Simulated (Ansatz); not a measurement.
C3H3ClFInO2 (`[F][In-]1([Cl])[O]C=CC=[O+]1`). Total charge 0; spin multiplicity 1. Correlated methods include outer-core shells of In, which these sets cover unevenly. In: def2 effective core potential.

Cartesian coordinates in Å:
```
F 1.6844 0.8421 -2.6145
In 0.7486 1.4215 -1.0236
Cl 0.5579 3.6297 -0.4228
O -1.0989 0.4162 -0.9994
C -1.3687 -0.5418 -0.2179
C -0.5630 -1.1077 0.7646
C 0.7328 -0.7134 1.0809
O 1.4223 0.2103 0.5588
H -2.3710 -0.9676 -0.3443
H -0.9812 -1.9274 1.3330
H 1.2366 -1.2621 1.8852
```

(1) Give the diagnostics of a CCSD(T)/def2-TZVPP run (frozen core, Ansatz 0.2.0). (Estimate.)

Answers

(1) Computed: T1 = 0.0177, largest single amplitude 0.071, largest double 0.059, (T) share of the correlation energy 4.1 %, 11 CCSD cycles. The RHF solution is stable towards an unrestricted one. T1 lies under the customary mark of 0.02 for closed shells.
